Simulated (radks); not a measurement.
Coulomb parameter of the 4f shell of the samarium ion Sm2+ in the model configuration [Xe] 4f5 6p1, as a second difference U = [E(n + 1) + E(n - 1) - 2 E(n)] / (1)^2 with all orbitals relaxed. "Bare": the charge of the atom changes with n. "Screened": the 6p shell takes up the change at fixed total charge, which measures U(4f,4f) + U(6p,6p) - 2 U(4f,6p). Calculated with a radial shooting solver on a logarithmic mesh with Libxc functionals: scalar-relativistic Kohn-Sham, r2SCAN, spin-unpolarised, spherical densities, finite nucleus; meta-GGA in the generalised Kohn-Sham scheme; Fermi nuclear charge, rms radius 5.0819 fm.

| case | configuration | E - E(n) (eV) |
|---|---|---|
| start | [Xe] 4f5 6p1 | 0.000 |
| bare +1 | [Xe] 4f6 6p1 | -16.954 |
| bare -1 | [Xe] 4f4 6p1 | 33.987 |
| screened +1 | [Xe] 4f6 | -9.370 |
| screened -1 | [Xe] 4f4 6p2 | 17.545 |

U(bare) = 17.034 eV, U(screened by 6p) = 8.175 eV, against the Slater integral F0(4f,4f) = 27.882 eV with frozen orbitals.
